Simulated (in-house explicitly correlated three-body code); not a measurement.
Computed with an exponentially correlated three-body code. Model: two electrons around a point charge, non-relativistic, variational in 260 exponentially correlated functions (energies converged to about 1e-7 hartree, or 1e-8 relative for large Z).

Command:
```bash
python run_hyl.py task.json out
```
Settings (lengths in bohr, energies in hartree):
```
Z                      5
nuclear_mass           18247.47
interaction_strength   1
functions              260
states_tried           13
```

Cost of the run: 68 s on 1 thread of Arm Neoverse N1 (shared host).

**Those bound S and P states to n = 4 that converged, binding against the one-electron ion.**

Given: nuclear charge 5; mass of the centre 18247 electron masses.

Computed: one-electron threshold -12.499315 hartree.

```csv
term,energy (hartree),binding (eV)
1 1S,-22.029734,259.34
2 3S,-14.7330878,60.784
2 1S,-14.5777266,56.556
2 3P,-14.5724084,56.412
2 1P,?,?
3 3S,-13.4523665,25.934
3 1S,-13.4112612,24.815
3 3P,?,?
3 1P,-13.3819645,24.018
4 3S,-13.0256229,14.322
4 1S,-13.0090136,13.87
4 3P,-13.0081399,13.846
4 1P,-12.9967729,13.537
```

Task: What belongs in the row 2 1P?

Result: energy (hartree): -14.4764268; binding (eV): 53.8.

Task: What belongs in the row 3 3P?

Result: energy (hartree): -13.4093504; binding (eV): 24.763.

**Converged states only, values per electron or pair.**

```tsv
term	mean r (bohr)	mean r squared (bohr²)	mean inverse r (1/bohr)	mean r12 (bohr)	mean inverse r12 (1/bohr)	mean cosine	mean p1 dot p2 (bohr⁻²)	delta r1 (bohr⁻³)	delta r12 (bohr⁻³)
1 1S	0.32457	0.14199	4.6874	0.48246	2.8146	-0.026416	0.55224	34.753	3.3126
2 3S	0.8272	1.128	3.0307	1.4022	0.84121	-0.0084111	0.038759	21.588	-
2 1S	0.87298	1.2789	3.0091	1.4811	0.93567	-0.011584	0.045997	21.408	0.50501
2 3P	0.74873	0.92291	3.0116	1.2619	0.97078	-0.066059	-1.2646	19.649	-
2 1P	0.78345	1.0222	2.9954	1.2948	1.0015	0.031882	1.1524	19.939	0.11034
3 3S	1.7274	5.7089	2.7307	3.1745	0.40238	-0.0026837	0.011087	20.368	-
3 1S	1.795	6.2088	2.725	3.3067	0.42723	-0.003686	0.013981	20.33	0.14816
3 3P	1.6737	5.4123	2.7254	3.071	0.43523	-0.016696	-0.30544	19.83	-
3 1P	1.7237	5.7666	2.721	3.1624	0.44588	0.0081584	0.31086	19.9	0.036608
4 3S	?	?	?	?	?	?	?	?	-
4 1S	?	?	?	?	?	?	?	?	?
4 3P	2.9733	18.146	2.6262	5.6589	0.24607	-0.0066671	-0.12001	19.866	-
4 1P	3.0397	19.003	2.6244	5.7882	0.25072	0.0032594	0.12674	19.894	0.015984
```

Task: What belongs in the row 4 3S?

Result: mean r (bohr): 3.0026; mean r squared (bohr²): 18.365; mean inverse r (1/bohr): 2.6284; mean r12 (bohr): 5.716; mean inverse r12 (1/bohr): 0.23306; mean cosine: -0.0011454; mean p1 dot p2 (bohr⁻²): 0.0045746; delta r1 (bohr⁻³): 20.087.

Task: What belongs in the row 4 1S?

Result: mean r (bohr): 3.0929; mean r squared (bohr²): 19.55; mean inverse r (1/bohr): 2.6261; mean r12 (bohr): 5.8953; mean inverse r12 (1/bohr): 0.24298; mean cosine: -0.0015828; mean p1 dot p2 (bohr⁻²): 0.0059249; delta r1 (bohr⁻³): 20.074; delta r12 (bohr⁻³): 0.061955.
